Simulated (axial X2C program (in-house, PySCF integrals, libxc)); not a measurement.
Worked dissociation energy of LiTl: MP2, spin-free

All values were computed with an in-house relativistic program for diatomic molecules. Spin-free means the one-electron spin-free X2C Hamiltonian. Basis: Tl dyall-cv3z [12s14p10d7f1g], Li dyall-cv3z [7s8p2d] (cores contracted in-house); Gaussian nuclei, density fitting, unrestricted open shells. Masses: Tl 204.974 u, Li 7.016 u.

Molecular state: M_S = 0, Λ = 0 (closed shell).

Correlated methods: 14 electrons correlated (number of frozen shells: Tl 5 s, 4 p, 2 d, 1 f; Li 1 s), 248 virtual spin orbitals or spinors in MP2.

| Property | Result |
| --- | --- |
| E(Tl) (2M_S = 1, M_L = 1) | -20244.240443 hartree |
| E(Li) (2M_S = 1, M_L = 0) | -7.433417 hartree |
| E(LiTl) at Re | -20251.701460 hartree |
| ωe | 261.3 cm⁻¹ |
| ωexe | 1.1 cm⁻¹ |

Q: Work out De and D0.

A: De = -20244.240443 + (-7.433417) − (-20251.701460) = 0.02760 hartree = 0.751 eV. The zero-point energy is ωe/2 − ωexe/4 = 130 cm⁻¹ = 0.016 eV, so D0 = 0.735 eV.

The state is one determinant whose occupation by symmetry is held fixed; it was picked as the lowest of a PBE0 search that is not exhaustive. The closed shell is kept restricted, so the energy runs too high when the bond is stretched far. Dissociation energies refer to the lowest single-determinant-based atoms at the same level and basis. PBE0 can misorder states that lie within some tenths of an eV, so this need not be the ground state of the molecule. The nearest other spin-free determinant of the search, M_S = 1, Λ = 1, lies 0.25 eV up at the distance of the search. Spin–orbit coupling changes these values markedly for this molecule (Re by over 0.02 Å or De by over 0.25 eV), so the spin-free numbers are a model. Spin-free De lacks the spin–orbit lowering of the heavy p-block atom, a tenth of an eV or more for 4p and 5p, up to an eV for 6p and one to two eV for 7p atoms, less what an open-shell molecule gains itself.

Each atomic determinant is the lowest at this level and need not be a pure term. Totals compare only within one Hamiltonian and basis.
